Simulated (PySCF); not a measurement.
Computed shifts of a molecule C5H4F2O, PBE0/pcSseg-1 (PySCF), GIAO, gas phase, equivalent atoms averaged, in ppm (number of nuclei): ¹³C: 170.0 (1), 159.0 (1), 143.7 (1), 108.7 (1), 91.8 (1). ¹⁹F: -173.0 (1), -187.5 (1). ¹H: 7.20 (1), 6.35 (1), 5.93 (1), 5.73 (1). References: ¹³C against TMS (σ = 186.3 ppm); ¹⁷O against H2O (σ = 334.2 ppm); ¹⁹F against CFCl3 (σ = 167.2 ppm); ¹H against TMS (σ = 31.56 ppm), references at their B3LYP-D3(BJ)/def2-TZVP geometries, non-relativistic. The structure is a stationary point at PBE-D3(BJ)/def2-SVP. The values are those of a single conformer.

Which molecule gave these data?
A. F/C=C1\OC\C1=C/F
B. FC1(F)C=CC=CO1
C. FC(F)=C[C@H]1C=CO1
D. C=C1OC=C(F)[C@H]1F

D, C=C1OC=C(F)[C@H]1F
